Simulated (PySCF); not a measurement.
F3OV, charge +1, doublet, geometry from GFN2-xTB (such geometries of metal compounds can be far from the true shape) (the multiplicity is a formal guess); CASSCF(7,9)/6-31G (PySCF).

The PySCF input:
```python
from pyscf import gto, scf, mcscf
import numpy

mol = gto.Mole()
mol.atom = '''
    V    -0.00754285   -0.00408677    0.00901053
    O     0.93473095    0.50644394   -1.11661015
    F     0.93316726   -0.81672518    1.02685695
    F    -1.09252665   -0.93594737   -0.72295533
    F    -0.65223640    1.31294413    0.66561381
'''
mol.basis = '6-31g'
mol.charge = 1
mol.spin = 1
mol.verbose = 4
mol.build()

mf = scf.ROHF(mol)
mf.kernel()
mc = mcscf.CASSCF(mf, 9, 7)
mc.fix_spin_(ss=0.75)
mc.kernel()
occ = numpy.linalg.eigvalsh(mc.fcisolver.make_rdm1(mc.ci, mc.ncas, mc.nelecas))[::-1]
ss = mc.fcisolver.spin_square(mc.ci, mc.ncas, mc.nelecas)[0]
print('natural occupations', occ.round(4), ' <S^2>', round(ss, 4))
```

It wrote (shortened):

```
PySCF version 2.14.0

[INPUT] verbose = 4
[INPUT] num. atoms = 5
[INPUT] num. electrons = 57
[INPUT] charge = 1
[INPUT] spin (= nelec alpha-beta = 2S) = 1
[INPUT] symmetry False subgroup None
[INPUT] Mole.unit = angstrom
[INPUT] Symbol           X                Y                Z      unit          X                Y                Z       unit  Magmom
[...]
nuclear repulsion = 360.55287199567
number of shells = 31
number of NR pGTOs = 178
number of NR cGTOs = 63
basis = 6-31g
ecp = {}

******** <class 'pyscf.scf.rohf.ROHF'> ********
method = ROHF
initial guess = minao
damping factor = 0
level_shift factor = 0
DIIS = <class 'pyscf.scf.diis.CDIIS'>
diis_start_cycle = 1
diis_space = 8
diis_damp = 0
SCF conv_tol = 1e-09
SCF conv_tol_grad = None
SCF max_cycles = 50
direct_scf = True
direct_scf_tol = 1e-13
num. doubly occ = 28  num. singly occ = 1
Set gradient conv threshold to 3.16228e-05
init E= -1315.65557175771
[...]
cycle= 1 E= -1314.85869323581  delta_E= 0.797  |g|= 1.32  |ddm|= 1.77
[...]
cycle= 2 E= -1312.55965436634  delta_E=  2.3  |g|= 4.23  |ddm|= 1.81
[...]
cycle= 3 E= -1315.34412595632  delta_E= -2.78  |g|= 0.389  |ddm|= 1.08
[...]
cycle= 4 E= -1315.37510268242  delta_E= -0.031  |g|= 0.0664  |ddm|= 0.163
[...]
cycle= 5 E= -1315.37697855041  delta_E= -0.00188  |g|= 0.0415  |ddm|= 0.0673
[...]
cycle= 6 E= -1315.37760747681  delta_E= -0.000629  |g|= 0.0147  |ddm|= 0.0239
[...]
cycle= 7 E= -1315.37786490055  delta_E= -0.000257  |g|= 0.00483  |ddm|= 0.0274
[...]
cycle= 8 E= -1315.37789360562  delta_E= -2.87e-05  |g|= 0.00221  |ddm|= 0.0102
[...]
cycle= 9 E= -1315.37789795714  delta_E= -4.35e-06  |g|= 0.000895  |ddm|= 0.00365
[...]
cycle= 10 E= -1315.37789896327  delta_E= -1.01e-06  |g|= 0.000397  |ddm|= 0.00164
[...]
cycle= 11 E= -1315.37789913526  delta_E= -1.72e-07  |g|= 0.000109  |ddm|= 0.000659
[...]
cycle= 12 E= -1315.37789915351  delta_E= -1.83e-08  |g|= 2.98e-05  |ddm|= 0.000264
[...]
cycle= 13 E= -1315.37789915437  delta_E= -8.64e-10  |g|= 9.74e-06  |ddm|= 5.43e-05
[...]
Extra cycle  E= -1315.37789915438  delta_E= -5e-12  |g|= 1.17e-05  |ddm|= 1.07e-05
converged SCF energy = -1315.37789915438

******** <class 'pyscf.mcscf.mc1step.CASSCF'> ********
CAS (4e+3e, 9o), ncore = 25, nvir = 29
max_cycle_macro = 50
max_cycle_micro = 4
conv_tol = 1e-07
conv_tol_grad = None
orbital rotation max_stepsize = 0.02
orbital rotation threshold for CI restart = 0.01
augmented hessian ah_max_cycle = 30
augmented hessian ah_conv_tol = 1e-12
augmented hessian ah_linear dependence = 1e-14
augmented hessian ah_level shift = 1e-08
augmented hessian ah_start_tol = 2.5
augmented hessian ah_start_cycle = 3
augmented hessian ah_grad_trust_region = 3
kf_trust_region = 3
kf_interval = 4
ci_response_space = 4
ci_grad_trust_region = 3
with_dep4 0
natorb = False
canonicalization = True
sorting_mo_energy = False
ao2mo_level = 2
internal_rotation = False
******** <class 'pyscf.fci.addons.SpinPenaltyFCISolver'> ********
max. cycles = 50
conv_tol = 1e-08
davidson only = True
linear dependence = 1e-12
level shift = 0.001
max iter space = 12
nroots = 1
pspace_size = 400
spin = None
CASCI E = -1315.41537030855  S^2 = 0.7500000
Set conv_tol_grad to 0.000316228
macro iter   1 ( 21 JK    4 micro), CASSCF E = -1315.46201588753  dE = -4.66455790e-02  S^2 = 0.7500000
               |grad[o]|=0.0979  |grad[c]|=0.0377  |ddm|=0.117  |maxRot[o]|=0.159
macro iter   2 ( 21 JK    4 micro), CASSCF E = -1315.49034033124  dE = -2.83244437e-02  S^2 = 0.7500000
               |grad[o]|=0.0828  |grad[c]|=0.0268  |ddm|=0.0341  |maxRot[o]|=0.181
macro iter   3 ( 18 JK    4 micro), CASSCF E = -1315.49879141579  dE = -8.45108455e-03  S^2 = 0.7500000
               |grad[o]|=0.0428  |grad[c]|=0.0163  |ddm|=0.0231  |maxRot[o]|=0.135
macro iter   4 ( 21 JK    4 micro), CASSCF E = -1315.50714902809  dE = -8.35761230e-03  S^2 = 0.7500000
               |grad[o]|=0.0165  |grad[c]|=0.043  |ddm|=0.0372  |maxRot[o]|=0.177
[...]
               |grad[o]|=0.00735  |grad[c]|=0.0266  |ddm|=0.0126  |maxRot[o]|=0.00396
macro iter  33 ( 21 JK    4 micro), CASSCF E = -1315.54531806482  dE = -1.08357049e-05  S^2 = 0.7500000
               |grad[o]|=0.00733  |grad[c]|=0.0266  |ddm|=0.0126  |maxRot[o]|=0.0039
macro iter  34 ( 21 JK    4 micro), CASSCF E = -1315.54532906286  dE = -1.09980431e-05  S^2 = 0.7500000
               |grad[o]|=0.00731  |grad[c]|=0.0266  |ddm|=0.0126  |maxRot[o]|=0.00383
macro iter  35 ( 21 JK    4 micro), CASSCF E = -1315.54534021651  dE = -1.11536469e-05  S^2 = 0.7500000
               |grad[o]|=0.00729  |grad[c]|=0.0266  |ddm|=0.0126  |maxRot[o]|=0.00376
macro iter  36 ( 21 JK    4 micro), CASSCF E = -1315.54535152499  dE = -1.13084834e-05  S^2 = 0.7500000
               |grad[o]|=0.00728  |grad[c]|=0.0266  |ddm|=0.0126  |maxRot[o]|=0.00369
macro iter  37 ( 21 JK    4 micro), CASSCF E = -1315.54536297691  dE = -1.14519182e-05  S^2 = 0.7500000
               |grad[o]|=0.00726  |grad[c]|=0.0266  |ddm|=0.0126  |maxRot[o]|=0.00362
macro iter  38 ( 21 JK    4 micro), CASSCF E = -1315.54537456718  dE = -1.15902683e-05  S^2 = 0.7500000
               |grad[o]|=0.00725  |grad[c]|=0.0266  |ddm|=0.0126  |maxRot[o]|=0.00355
macro iter  39 ( 21 JK    4 micro), CASSCF E = -1315.54538628141  dE = -1.17142304e-05  S^2 = 0.7500000
               |grad[o]|=0.00724  |grad[c]|=0.0266  |ddm|=0.0126  |maxRot[o]|=0.00347
macro iter  40 ( 21 JK    4 micro), CASSCF E = -1315.54539811171  dE = -1.18303019e-05  S^2 = 0.7500000
               |grad[o]|=0.00723  |grad[c]|=0.0266  |ddm|=0.0126  |maxRot[o]|=0.00339
macro iter  41 ( 21 JK    4 micro), CASSCF E = -1315.54541004083  dE = -1.19291203e-05  S^2 = 0.7500000
               |grad[o]|=0.00722  |grad[c]|=0.0266  |ddm|=0.0126  |maxRot[o]|=0.00331
macro iter  42 ( 21 JK    4 micro), CASSCF E = -1315.54542202939  dE = -1.19885538e-05  S^2 = 0.7500000
               |grad[o]|=0.0072  |grad[c]|=0.0266  |ddm|=0.0126  |maxRot[o]|=0.00323
macro iter  43 ( 21 JK    4 micro), CASSCF E = -1315.54543405943  dE = -1.20300492e-05  S^2 = 0.7500000
               |grad[o]|=0.00719  |grad[c]|=0.0266  |ddm|=0.0126  |maxRot[o]|=0.00315
macro iter  44 ( 21 JK    4 micro), CASSCF E = -1315.54544612097  dE = -1.20615375e-05  S^2 = 0.7500000
               |grad[o]|=0.00718  |grad[c]|=0.0266  |ddm|=0.0126  |maxRot[o]|=0.00307
macro iter  45 ( 21 JK    4 micro), CASSCF E = -1315.54545819918  dE = -1.20782113e-05  S^2 = 0.7500000
               |grad[o]|=0.00717  |grad[c]|=0.0266  |ddm|=0.0126  |maxRot[o]|=0.00298
macro iter  46 ( 21 JK    4 micro), CASSCF E = -1315.54547028607  dE = -1.20868847e-05  S^2 = 0.7500000
               |grad[o]|=0.00716  |grad[c]|=0.0266  |ddm|=0.0126  |maxRot[o]|=0.0029
macro iter  47 ( 21 JK    4 micro), CASSCF E = -1315.54548236815  dE = -1.20820807e-05  S^2 = 0.7500000
               |grad[o]|=0.00715  |grad[c]|=0.0266  |ddm|=0.0126  |maxRot[o]|=0.00281
macro iter  48 ( 21 JK    4 micro), CASSCF E = -1315.54549443779  dE = -1.20696413e-05  S^2 = 0.7500000
               |grad[o]|=0.00714  |grad[c]|=0.0266  |ddm|=0.0126  |maxRot[o]|=0.00273
macro iter  49 ( 21 JK    4 micro), CASSCF E = -1315.54550648234  dE = -1.20445491e-05  S^2 = 0.7500000
               |grad[o]|=0.00713  |grad[c]|=0.0266  |ddm|=0.0126  |maxRot[o]|=0.00264
macro iter  50 ( 21 JK    4 micro), CASSCF E = -1315.54551849432  dE = -1.20119832e-05  S^2 = 0.7500000
               |grad[o]|=0.00712  |grad[c]|=0.0266  |ddm|=0.0126  |maxRot[o]|=0.00255
1-step CASSCF not converged,  50 macro (1047 JK 200 micro) steps
CASSCF canonicalization
Density matrix diagonal elements [1.97769185 1.13935968 1.74435133 1.8911766  0.05617563 0.04604098
 0.01838226 0.01848415 0.10833752]
CASSCF energy = -1315.54551849432
CASCI E = -1315.54551849432  E(CI) = -16.6138863323799  S^2 = 0.7500000
natural occupations [1.981  1.9217 1.9135 0.9864 0.0829 0.0779 0.0189 0.0143 0.0036]  <S^2> 0.75
```

The run did not converge; its last values are not results.
